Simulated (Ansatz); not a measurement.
Basis-set extrapolation for CH$_{8}$O$_{2}$Si$_{2}$, SMILES `C[Si](O)(O)[SiH3]` (PBE0-D4/def2-TZVP geometry, frozen core, Ansatz). Multiplicity 1, RHF reference.

```
                      def2-TZVPP   def2-QZVPP
                 HF  -770.340567  -770.368213
    MP2 correlation    -0.908776    -0.978814
CCSD(T) correlation    -0.992293      not run
```

Energies in hartree. Use E(X) = E(∞) + A·exp(−7.88·√X) for Hartree–Fock and E(X) = E(∞) + B·X^(−2.97) for correlation, with X = 3 and 4, and add CCSD(T) minus MP2 of the smaller set to the MP2 limit.

Task: What is the CCSD(T) energy at the basis-set limit?

Result: HF limit: -770.368213 + (-0.027646) × 0.13774 = -770.37202. MP2 limit: -0.978814 + (-0.070038) × 0.74074 = -1.03069. Higher-order term: -0.992293 − (-0.908776) = -0.08352. Total: -771.48623 hartree, 402.7 kJ/mol below CCSD(T)/def2-TZVPP.
